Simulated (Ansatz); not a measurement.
Si7 (the lowest singlet isomer of a short search), 7 atoms. Hardware: 4 threads of Intel Xeon 6975P-C on a shared host.

(1) How many basis functions does each of these Ansatz runs have, and roughly what does it cost? r2SCAN-D4/def2-SVP, charge 0 singlet, relaxation, 4 steps; LC-ωPBE (ω = 0.20 bohr⁻¹)/def2-SVP, charge -1 doublet at the geometry of the charge 0 singlet, energy, from earlier orbitals; LC-ωPBE (ω = 0.20 bohr⁻¹)/def2-SVP, charge 1 doublet at the geometry of the charge 0 singlet, energy, from earlier orbitals; PBE-D4/def2-SVP, charge 0 triplet, energy with a search over starts; PBE-D4/def2-TZVPD, charge -1 doublet at the geometry of the charge 0 singlet, energy, from earlier orbitals; LC-ωPBE (ω = 0.30 bohr⁻¹)/def2-SVP, charge -1 doublet at the geometry of the charge 0 singlet, energy, from earlier orbitals; LC-ωPBE (ω = 0.10 bohr⁻¹)/def2-SVP, charge 0 triplet, energy, from earlier orbitals; PBE0-D4/def2-TZVP, charge 0 triplet, energy, from earlier orbitals; PBE0-D4/def2-TZVPD, charge 0 singlet, energy, from earlier orbitals; LC-ωPBE (ω = 0.10 bohr⁻¹)/def2-SVP, charge 1 doublet at the geometry of the charge 0 singlet, energy, from earlier orbitals; PBE0-D4/def2-TZVPD, charge -1 doublet at the geometry of the charge 0 singlet, energy; LC-ωPBE (ω = 0.20 bohr⁻¹)/def2-SVP, charge 0 singlet, energy, from earlier orbitals.

Results:

(1) Other jobs shared the machine, so times can vary by a factor of up to 3. A dash marks memory too small to be measured apart from the calling script's.

| run | functions | fitting or Cholesky vectors | wall time | peak host memory (GiB) |
| --- | --- | --- | --- | --- |
| LC-ωPBE (ω = 0.20 bohr⁻¹)/def2-SVP, charge 0 singlet, energy, from earlier orbitals | 126 | 1372 | 1.1 s | – |
| LC-ωPBE (ω = 0.10 bohr⁻¹)/def2-SVP, charge 0 triplet, energy, from earlier orbitals | 126 | 1372 | 2.7 s | – |
| LC-ωPBE (ω = 0.20 bohr⁻¹)/def2-SVP, charge -1 doublet at the geometry of the charge 0 singlet, energy, from earlier orbitals | 126 | 1372 | 3.3 s | – |
| LC-ωPBE (ω = 0.30 bohr⁻¹)/def2-SVP, charge -1 doublet at the geometry of the charge 0 singlet, energy, from earlier orbitals | 126 | 1372 | 3.9 s | – |
| PBE0-D4/def2-TZVPD, charge 0 singlet, energy, from earlier orbitals | 301 | 2072 | 5.5 s | 1.3 |
| PBE-D4/def2-TZVPD, charge -1 doublet at the geometry of the charge 0 singlet, energy, from earlier orbitals | 301 | 1925 | 5.5 s | 0.82 |
| LC-ωPBE (ω = 0.20 bohr⁻¹)/def2-SVP, charge 1 doublet at the geometry of the charge 0 singlet, energy, from earlier orbitals | 126 | 1372 | 6 s | 0.56 |
| r2SCAN-D4/def2-SVP, charge 0 singlet, relaxation, 4 steps | 126 | 1372 | 6 s | – |
| LC-ωPBE (ω = 0.10 bohr⁻¹)/def2-SVP, charge 1 doublet at the geometry of the charge 0 singlet, energy, from earlier orbitals | 126 | 1372 | 7 s | – |
| PBE-D4/def2-SVP, charge 0 triplet, energy with a search over starts | 126 | 1372 | 9 s | – |
| PBE0-D4/def2-TZVPD, charge -1 doublet at the geometry of the charge 0 singlet, energy | 301 | 1821 | 12 s | 1.7 |
| PBE0-D4/def2-TZVP, charge 0 triplet, energy, from earlier orbitals | 259 | 1876 | 13 s | 1.3 |
